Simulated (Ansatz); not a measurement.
`[BH2][AlH][CH2]CO` and `OCC[AsH2]` differ in one atom or group.

Ansatz, PBE0-D4/def2-TZVP geometries, multiplicity 1. Each molecule was computed in one conformer, which needn't be the lowest.

Scalar relativity is left out up to krypton.

```json
{"property": "size of the dipole moment (ωB97M-V/def2-TZVPP) / D", "`[BH2][AlH][CH2]CO`": "1.37"}
{"property": "HOMO energy (PBE0/def2-TZVPP) / eV", "`[BH2][AlH][CH2]CO`": "-7.29"}
{"property": "HOMO energy (ωB97M-V/def2-TZVPP) / eV", "`[BH2][AlH][CH2]CO`": "-9.46"}
{"property": "size of the dipole moment (PBE/def2-TZVPP) / D", "`[BH2][AlH][CH2]CO`": "1.26"}
{"property": "HOMO–LUMO gap (ωB97M-V/def2-TZVPP) / eV", "`[BH2][AlH][CH2]CO`": "9.04"}
{"property": "HOMO–LUMO gap (PBE0/def2-TZVPP) / eV", "`[BH2][AlH][CH2]CO`": "4.94"}
```

(1) What does the change do to each property? (Estimate.)

## Answers

(1) Ansatz gave: 
```tsv
property	`OCC[AsH2]`	shift
size of the dipole moment (ωB97M-V/def2-TZVPP) / D	2.21	0.84
HOMO energy (PBE0/def2-TZVPP) / eV	-7.06	0.23
HOMO energy (ωB97M-V/def2-TZVPP) / eV	-9.23	0.23
size of the dipole moment (PBE/def2-TZVPP) / D	2.21	0.95
HOMO–LUMO gap (ωB97M-V/def2-TZVPP) / eV	11.47	2.43
HOMO–LUMO gap (PBE0/def2-TZVPP) / eV	7.70	2.76
```

With PBE0 the HOMO rises by 0.23 eV and the LUMO rises by 3.00 eV, so the gap widens by about 2.77 eV. PBE moves the HOMO by 0.04 eV and ωB97M-V by 0.23 eV. The zero-point energy changes by -23.7 kJ/mol with -6 modes. Dipoles are sizes alone; their direction can turn.

Positive LUMOs are unbound, so they and the gaps depend on the basis.
